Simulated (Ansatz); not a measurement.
A run for Ansatz (a first-principles code): U-PBE0/def2-TZVPP on TaB, 2S+1 = 5, a spin state set in the input, which need not be the lowest. Elements past Kr take the def2 small-core potentials; no spin–orbit coupling.

Ansatz 0.2 input:
```yaml
crystal:
  periodic: [false, false, false]
  atoms:
    - {symbol: Ta, position_ang: [0.00000000, 0.00000000, 0.00000000]}
    - {symbol: B, position_ang: [0.00000000, 0.00000000, 2.41300000]}
basis:
  gaussian:
    orbitals: def2-TZVPP
hamiltonian:
  xc: {name: PBE0}
magnetization: {spin_polarized: true, initial_magnetization: 4}
relax: {f_tol: 0.002, max_steps: 120}
```

Program output:

```
WARN ansatz: RAYON_NUM_THREADS=2 ignored (pool sized by the plan → 2); use --threads N
Functional definition: PBE0
integrals: 0.02 GiB planned
577 factors; their error is unknown
mean field: 0.27 GiB planned
mean field evaluation 1: about -2215.1098 eV, gradient 2.1e1 eV
mean field evaluation 2: about -2180.4419 eV, gradient 6.5e1 eV
mean field evaluation 4: about -2218.5659 eV, gradient 3.3e0 eV
mean field evaluation 8: about -2218.6507 eV, gradient 1.9e-1 eV
mean field evaluation 16: about -2218.6560 eV, gradient 3.0e-3 eV
mean field evaluation 32: about -2218.2043 eV, gradient 4.2e0 eV
mean field -2218.65596446 eV, -81.5341028350 hartree, gradient 9.7e-6 eV, S^2 6.087689; 2 other end points of the search recorded, 0 dependent functions left out
the calculation of the forces begins
reference -2218.65598780 eV, -81.5341036928 hartree; 11, 7 occupied and 76, 80 virtual orbitals, 577 factors
relax step   1: F+E_penalty+E_count = -2218.65596446 eV  Δ(F+E_penalty+E_count) = +0.000e0 eV  max|allowed force component| = 2.153e0 eV/Å  Δτ_max = 0.0000 Å  (99 SCF iters, accepted)
these checks for a lower state are left out or cut short: starts, cluster_reference, orbital_swaps, neighbouring_geometries, increment
integrals: 0.02 GiB planned
577 factors; their error is unknown
mean field: 0.27 GiB planned
mean field evaluation 64: about -2219.1156 eV, gradient 2.0e-5 eV
mean field -2219.11560053 eV, -81.5509941487 hartree, gradient 6.0e-6 eV, S^2 6.076471; 0 other end points of the search recorded, 0 dependent functions left out
the calculation of the forces begins
reference -2219.11562640 eV, -81.5509950996 hartree; 11, 7 occupied and 76, 80 virtual orbitals, 577 factors
relax step   2: F+E_penalty+E_count = -2219.11560053 eV  Δ(F+E_penalty+E_count) = -4.596e-1 eV  max|allowed force component| = 8.696e-1 eV/Å  Δτ_max = 0.1950 Å  (161 SCF iters, accepted)
these checks for a lower state are left out or cut short: starts, cluster_reference, orbital_swaps, neighbouring_geometries, increment
integrals: 0.02 GiB planned
577 factors; their error is unknown
mean field: 0.27 GiB planned
mean field -2219.01805301 eV, -81.5474093438 hartree, gradient 2.1e-6 eV, S^2 6.028764; 0 other end points of the search recorded, 0 dependent functions left out
the calculation of the forces begins
reference -2219.01807863 eV, -81.5474102851 hartree; 11, 7 occupied and 76, 80 virtual orbitals, 577 factors
relax step   3: F+E_penalty+E_count = -2219.01805301 eV  Δ(F+E_penalty+E_count) = +9.755e-2 eV  max|allowed force component| = 2.575e0 eV/Å  Δτ_max = 0.0727 Å  (74 SCF iters, rejected (line search))
these checks for a lower state are left out or cut short: starts, cluster_reference, orbital_swaps, neighbouring_geometries, increment
integrals: 0.02 GiB planned
577 factors; their error is unknown
mean field: 0.27 GiB planned
mean field evaluation 96: about -2219.1365 eV, gradient 2.4e-7 eV
mean field -2219.13650053 eV, -81.5517622098 hartree, gradient 6.8e-7 eV, S^2 6.055264; 0 other end points of the search recorded, 0 dependent functions left out
the calculation of the forces begins
reference -2219.13652634 eV, -81.5517631581 hartree; 11, 7 occupied and 76, 80 virtual orbitals, 577 factors
relax step   4: F+E_penalty+E_count = -2219.13650053 eV  Δ(F+E_penalty+E_count) = -2.090e-2 eV  max|allowed force component| = 6.005e-2 eV/Å  Δτ_max = 0.0218 Å  (117 SCF iters, accepted)
these checks for a lower state are left out or cut short: starts, cluster_reference, orbital_swaps, neighbouring_geometries, increment
integrals: 0.02 GiB planned
577 factors; their error is unknown
mean field: 0.27 GiB planned
mean field -2219.13658768 eV, -81.5517654123 hartree, gradient 9.3e-6 eV, S^2 6.054080; 0 other end points of the search recorded, 0 dependent functions left out
the calculation of the forces begins
reference -2219.13661348 eV, -81.5517663604 hartree; 11, 7 occupied and 76, 80 virtual orbitals, 577 factors
relax step   5: F+E_penalty+E_count = -2219.13658768 eV  Δ(F+E_penalty+E_count) = -8.714e-5 eV  max|allowed force component| = 2.215e-3 eV/Å  Δτ_max = 0.0015 Å  (67 SCF iters, accepted)
these checks for a lower state are left out or cut short: starts, cluster_reference, orbital_swaps, neighbouring_geometries, increment
integrals: 0.02 GiB planned
577 factors; their error is unknown
mean field: 0.27 GiB planned
mean field -2219.13658779 eV, -81.5517654164 hartree, gradient 4.4e-6 eV, S^2 6.054128; 0 other end points of the search recorded, 0 dependent functions left out
the calculation of the forces begins
reference -2219.13661359 eV, -81.5517663646 hartree; 11, 7 occupied and 76, 80 virtual orbitals, 577 factors
relax step   6: F+E_penalty+E_count = -2219.13658779 eV  Δ(F+E_penalty+E_count) = -1.133e-7 eV  max|allowed force component| = 4.083e-4 eV/Å  Δτ_max = 0.0001 Å  (49 SCF iters, accepted)
integrals: 0.02 GiB planned
577 factors; their error is unknown
mean field: 0.27 GiB planned
mean field evaluation 128: about -2219.0924 eV, gradient 4.9e-1 eV
mean field evaluation 160: about -2219.1095 eV, gradient 8.7e-4 eV
mean field -2219.13658779 eV, -81.5517654164 hartree, gradient 4.4e-6 eV, S^2 6.054128; 6 other end points of the search recorded, 0 dependent functions left out
the calculation of the forces begins
reference -2219.13661359 eV, -81.5517663646 hartree; 11, 7 occupied and 76, 80 virtual orbitals, 577 factors
Total energy: -2219.13661359 eV, -81.5517663646 hartree
Atom 0 at    -0.000000     0.000000     0.218248 Å, force    -0.000000    -0.000000     0.000408 eV/Å
Atom 1 at     0.000000    -0.000000     2.194752 Å, force     0.000000     0.000000    -0.000408 eV/Å
Dipole moment:     0.000000     0.000000    -0.776612 e Å
```

The calculation finished and met its thresholds.

Cost: roughly 50 core-seconds.
